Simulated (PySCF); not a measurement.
Al(PH2)3 (AlH6P3), SMILES [PH2][Al]([PH2])[PH2]. Geometry: PBE0-D3(BJ)/def2-SVP. One conformer was computed; it need not be the lowest.

All values below come from PBE0-D3(BJ)/def2-SVP (PySCF 2.14.0).

Harmonic wavenumbers (cm⁻¹): 86, 89, 104, 121, 124, 133, 290, 460, 462, 470, 475, 541, 555, 646, 652, 1078, 1081, 1088, 2397, 2398, 2400, 2415, 2416, 2417. Rotational constants (GHz): 1.816, 1.802, 0.9220; symmetry number 1.

**Question.** Work out the zero-point energy and the ideal-gas rigid-rotor harmonic-oscillator thermochemistry at 298.15 K and 1 atm.

**Answer.** ZPE = ½ Σ hcν = ½ × 22897 cm⁻¹ = 136.96 kJ/mol. H − E(el) = 163.86 kJ/mol. Entropy in J/(mol K): translation 169.06, rotation 121.57, vibration 110.23, total 400.86. G − E(el) = 44.34 kJ/mol. Cp = 132.33 J/(mol K). Modes under 150 cm⁻¹ make the vibrational entropy uncertain.
